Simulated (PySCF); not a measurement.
Compound: C5H8FO2 (doublet state).
Structure used (GFN2-xTB), in Å, numbered top down from 1:
```xyz
16
C5H8FO2 angstrom
C      2.3970    0.3952   -0.0719
C      1.5918   -0.7620    0.5081
O      0.3903   -0.9904   -0.2087
C     -0.5605   -0.0353   -0.0811
O     -0.7273    0.6729    1.1268
C     -2.1500    0.6244    0.9860
C     -2.0333   -0.3008   -0.2307
F     -2.6236    0.1673   -1.3785
H      2.6055    0.2165   -1.1237
H      1.8335    1.3198    0.0236
H      3.3350    0.4942    0.4667
H      1.3542   -0.5617    1.5596
H      2.1435   -1.7012    0.4259
H     -2.5671    1.6066    0.7569
H     -2.6208    0.1987    1.8722
H     -2.3757   -1.3352   -0.1076
```

The hyperfine couplings belong to this conformer and change with its torsions.

Identity: `CCO[C]1OC[C@H]1F` [radical].

Computed with PySCF, UKS B3LYP, pcH-1 on C F H O, non-relativistic, mean-field spin-orbit, GIAO. One conformer (not necessarily the lowest) at the GFN2-xTB geometry, without solvent, vibrations or thermal averaging. The geometry wasn't refined by DFT: couplings that depend on bond lengths, twists or pyramidal angles can differ widely from those at the functional's own minimum. No stability test was run, so a lower SCF solution isn't excluded.

(1) The isotropic 17O couplings are -34.9, -27.6 MHz. Assign them to O3; O5.

Results:

(1) 
```
site  a_iso (MHz)  ρ(0) (bohr⁻³)        position  distance from C4 (Å)  spin population  largest |T| (MHz)
  O3        -27.6        +0.0456  1 bond from C4                  1.35            +0.11               59.0
  O5        -34.9        +0.0575  1 bond from C4                  1.41            +0.11               55.8
```

ρ(0) is the spin density at the nucleus and T the dipolar tensor; entries for several nuclei are means. The largest Mulliken spin populations are on C4 (+0.73), O3 (+0.11) and O5 (+0.11). C4 is the only atom above +0.15. The angles at C4 add up to 338.2°, so it is pyramidal.

β density exceeds α density at some nuclei, such as C7 (-0.0051), C6 (-0.0020) and C2 (-0.0020), spin density in bohr⁻³. In a single determinant that takes different orbitals for the two spins, that is spin polarisation.

Class means assume fast exchange of nuclei equivalent by connectivity; if that motion is slow, each nucleus keeps its own coupling.

Hardware: Arm Neoverse V1, one thread, shared host with 64 logical CPUs at a one-minute load of 29. Cost: 76 s wall (with the writing of density and orbital grids), 0.98 GiB resident at most.
